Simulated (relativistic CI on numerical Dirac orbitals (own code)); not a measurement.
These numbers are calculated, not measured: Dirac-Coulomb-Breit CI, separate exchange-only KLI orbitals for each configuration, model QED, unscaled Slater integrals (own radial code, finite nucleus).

CI space (outside the closed core [Ar] 3d10): 4s2.4p6.4d8, 4s2.4p5.4d9, 4s2.4p6.4d7.4f, 4s.4p6.4d9, 4s2.4p5.4d8.4f, 4s.4p6.4d8.4f, 4s2.4p6.4d7.5s, 4s2.4p6.4d6.4f.5s, 4s2.4p6.4d7.5p, 4s2.4p5.4d8.5s, 4s2.4p6.4d6.5s.5p, 4s2.4p6.4d7.5f, 4p6.4d9.4f, 4s.4p6.4d7.4f.5s, 4s2.4p6.4d7.6p, 4s2.4p5.4d8.5d, 4s.4p6.4d8.5p, 4s2.4p6.4d7.6f, 4p6.4d9.5p, 4s2.4p6.4d7.7p, 4s.4p6.4d7.5s.5p, 4s2.4p5.4d8.6s, 4s2.4p6.4d7.7f, 4p6.4d10, 4p5.4d10.4f, 4p6.4d9.5s, 4p5.4d10.5s, 4p5.4d9.4f.5s. Double excitations out of closed p, d and f shells are left out; levels of such configurations are missing from the list, as are those of other unlisted configurations, and high levels can miss mixing partners. These lack a partner that the ground configuration has and come out too high: 4s2.4p5.4d8.5d, 4s2.4p5.4d8.6s.

At this charge energies of transitions that change n are usually good to better than 1 %, and those within a shell (Δn = 0) to a few per cent. Terms inside the open d or f shell come out 10 to 20 % too wide with unscaled integrals.

Outline of the computed level scheme of Ta XXX. Lowest level of each configuration: 4s2.4p6.4d8 3F_4 at 0.000 eV; 4s2.4p5.4d9 1D°_2 at 176.233 eV; 4s2.4p6.4d7.4f 5G°_5 at 187.076 eV.

Some strong electric-dipole decays among the lowest 45 levels: 4s2.4p5.4d9 3D°_3 → 4s2.4p6.4d8 3F_4 (4.7e+10 s⁻¹); 4s2.4p5.4d9 1D°_2 → 4s2.4p6.4d8 1D_2 (3.7e+10 s⁻¹); 4s2.4p6.4d7.4f 5H°_5 → 4s2.4p6.4d8 3F_4 (3.1e+10 s⁻¹); 4s2.4p6.4d7.4f 5D°_4 → 4s2.4p6.4d8 3F_4 (2.9e+10 s⁻¹); 4s2.4p5.4d9 3P°_1 → 4s2.4p6.4d8 1D_2 (2.6e+10 s⁻¹); 4s2.4p5.4d9 3P°_0 → 4s2.4p6.4d8 3P_1 (2.6e+10 s⁻¹); 4s2.4p6.4d7.4f 3P°_0 → 4s2.4p6.4d8 3P_1 (2.3e+10 s⁻¹); 4s2.4p5.4d9 3D°_1 → 4s2.4p6.4d8 3P_2 (2.2e+10 s⁻¹).

LS names give the leading component of a level, which can be under half, so a name can repeat, a term be missing and a line seem to break the LS rules.
